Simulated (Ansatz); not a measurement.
Relaxation of a periodic cell of 17 atoms, Si16O (host Si, host structure diamond, interstitial O), to a largest force component of 0.08 eV/Å in at most 25 steps.

Computed with Ansatz, DFT PBE, scalar-relativistic, plane waves, PAW. Settings: accuracy low, PAW set soft_1, cutoff 420 eV, k mesh 2x2x2, fermi-dirac smearing 0.05 eV, spin collinear.

```xyz
17
Lattice="0.0000 5.4300 5.4300 5.4300 0.0000 5.4300 5.4300 5.4300 0.0000" Properties=species:S:1:pos:R:3
Si 0.000 0.000 0.000
Si 1.357 1.357 1.357
Si 2.715 2.715 0.000
Si 4.072 4.072 1.357
Si 2.715 0.000 2.715
Si 4.072 1.357 4.072
Si 5.430 2.715 2.715
Si 6.787 4.072 4.072
Si 0.000 2.715 2.715
Si 1.357 4.072 4.072
Si 2.715 5.430 2.715
Si 4.072 6.787 4.072
Si 2.715 2.715 5.430
Si 4.072 4.072 6.787
Si 5.430 5.430 5.430
Si 6.787 6.787 6.787
O 5.442 2.734 5.432
```

Problem. Where does it end, and by what steps?

Solution. It converged. The threshold is loose, so the end isn't yet a minimum. Limits of this set-up: coarse k mesh, low accuracy level. After 8 steps the energy has fallen by 1.245 eV; O17 moved furthest, 0.87 Å. Joined: Si2–O17 (2.35 → 1.95 Å), Si8–O17 (2.34 → 1.95 Å), Si14–O17 (2.35 → 1.96 Å).

```
step  energy less start (eV)  largest force component (eV/Å)  accepted
   0                  0.0000                           0.370       yes
   1                 -0.0731                           0.266       yes
   2                 -0.1813                           0.284       yes
   3                 -0.4568                           0.970       yes
   4                 -0.9327                           1.041       yes
   5                 -1.0527                           0.722       yes
   6                 -1.1699                           0.408       yes
   7                 -1.2346                           0.177       yes
   8                 -1.2447                           0.063       yes
```

```xyz
17
Lattice="0.0000 5.4300 5.4300 5.4300 0.0000 5.4300 5.4300 5.4300 0.0000" Properties=species:S:1:pos:R:3
Si -0.028 0.036 -0.028
Si 1.226 1.556 1.226
Si 2.898 2.645 -0.072
Si 4.125 4.042 1.325
Si 2.622 -0.090 2.621
Si 3.972 1.259 3.971
Si 5.404 2.689 2.748
Si 6.656 3.942 4.272
Si -0.070 2.645 2.898
Si 1.326 4.041 4.126
Si 2.587 5.301 2.587
Si 3.940 6.653 3.938
Si 2.751 2.689 5.404
Si 4.270 3.944 6.659
Si 5.360 5.613 5.360
Si 6.758 6.840 6.756
O 5.944 3.229 5.941
```

Time of the run: 2.5 min on 1 thread of Arm Neoverse V2 (shared host), peak memory 0.68 GiB.
